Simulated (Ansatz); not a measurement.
Reaction (ligand exchange at the Si–C bond): `OC(O)(O)[SiH2]F` + `N=C=O` → `O=C=N[SiH2]F` + `OC(O)O`

Program: Ansatz. Geometries: PBE0-D4/def2-TZVP. ΔE: electronic, gas phase. CCSD(T)/CBS is the MP2 limit (def2-TZVPP, def2-QZVPP) plus CCSD(T) − MP2 in def2-TZVPP, frozen cores. This one scheme is used for every species. Functionals use def2-TZVPP. One conformer a species, not always the lowest.

`OC(O)(O)[SiH2]F`:

Cartesian coordinates in Å:
```
O 1.447 0.591 0.221
C 0.384 -0.185 -0.283
O 0.621 -1.537 -0.164
O 0.298 0.140 -1.641
Si -1.274 0.228 0.577
F -1.024 0.199 2.163
H 1.535 0.406 1.162
H 1.375 -1.748 -0.734
H 0.623 1.040 -1.745
H -1.650 1.612 0.203
H -2.335 -0.746 0.241
```

`N=C=O`:

```xyz
4

N    -0.354    0.581    0.352
C     0.401   -0.155   -0.239
O     1.214   -0.752   -0.812
H    -1.261    0.327    0.699
```

`O=C=N[SiH2]F`:

```xyz
7

O    -1.133    2.713   -0.627
C    -0.605    1.702   -0.406
N    -0.035    0.676   -0.186
Si    0.395   -0.914    0.210
F    -0.919   -1.738    0.567
H     1.031   -1.545   -0.961
H     1.265   -0.894    1.402
```

`OC(O)O`:

Cartesian coordinates in Å:
```
O -0.310 0.799 1.100
C 0.292 0.100 0.081
O 0.118 0.781 -1.111
O -0.259 -1.174 -0.111
H -1.201 1.019 0.801
H 1.352 0.024 0.361
H 0.137 0.131 -1.820
H -0.130 -1.679 0.697
```

Problem. Is it downhill or uphill in electronic energy at CCSD(T)/CBS, and by how much? (Best estimate.)

Solution. Ansatz gave: Downhill: ΔE = -129.5 kJ/mol.

Problem. What do these levels give: r2SCAN-D4, ωB97X-V, ωB97M-V, B2PLYP, PBE, PBE0, HF/def2-TZVPP, HF/def2-QZVPP, MP2/def2-QZVPP, SCS-MP2/def2-QZVPP, HF/CBS(def2), CCSD/CBS(def2)? (Best estimate.)

Solution. Ansatz gave: r2SCAN-D4 -125.1, ωB97X-V -126.8, ωB97M-V -125.8, B2PLYP -134.3, PBE -115.9, PBE0 -128.2, HF/def2-TZVPP -162.2, HF/def2-QZVPP -163.2, MP2/def2-QZVPP -136.1, SCS-MP2/def2-QZVPP -138.1, HF/CBS(def2) -163.3, CCSD/CBS(def2) -134.7 kJ/mol.

Largest T1 diagnostic among the species: 0.018.

In def2-TZVPP, CCSD(T) changes the Hartree–Fock value by +31.1 kJ/mol (the triples alone add +5.2 kJ/mol) and MP2 by +25.6 kJ/mol. The D4 term adds +5.8 kJ/mol with B3LYP and +3.1 kJ/mol with PBE0; it sums over pairs of atoms, weighted by their polarisabilities, and B3LYP, whose exchange is more repulsive, gets the larger term. From PBE to PBE0 (25 % exact exchange), in def2-TZVPP and without D4, ΔE moves by −12.3 kJ/mol.

B3LYP here is the variant with VWN-RPA as its local correlation; programs differ in this.
